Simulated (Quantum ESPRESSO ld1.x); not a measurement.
Values are calculated unless marked as measured or tabulated.
Task: Ionisation of neutral nickel, [Ar] 3d8 4s2, to Ni+, [Ar] 3d9, under several functionals. Non-relativistic Kohn-Sham, spin-unpolarised, spherical densities, point nucleus; ld1.x of Quantum ESPRESSO 7.5. The NIST Atomic Spectra Database gives 7.640 eV (measured). Rank these functionals by the error of their Delta-SCF ionisation energy: exchange-only B88; PBEsol; OLYP; RPBE; PW86 exchange with PBE correlation; exchange-only PBE; LDA (Slater exchange, Perdew-Wang correlation); PBE; LDA (Slater exchange, Gunnarsson-Lundqvist correlation); LDA (Slater exchange, VWN5 correlation); Slater X-alpha with alpha = 1; HCTH/120.

Result: From best to worst: PW86 exchange with PBE correlation 6.097 eV (-1.543); LDA (Slater exchange, Gunnarsson-Lundqvist correlation) 6.036 eV (-1.604); LDA (Slater exchange, Perdew-Wang correlation) 5.944 eV (-1.696); LDA (Slater exchange, VWN5 correlation) 5.939 eV (-1.701); PBE 5.726 eV (-1.914); PBEsol 5.665 eV (-1.975); RPBE 5.574 eV (-2.066); exchange-only PBE 5.560 eV (-2.080); exchange-only B88 5.450 eV (-2.190); HCTH/120 5.293 eV (-2.346); OLYP 5.028 eV (-2.612); Slater X-alpha with alpha = 1 3.493 eV (-4.147). Spin polarisation and multiplet splitting are left out, so open shells lie too high by an amount that depends on their filling.

Beside tabulated values, note that spin-unpolarised runs miss the spin-polarisation part of the exchange energy of open shells.
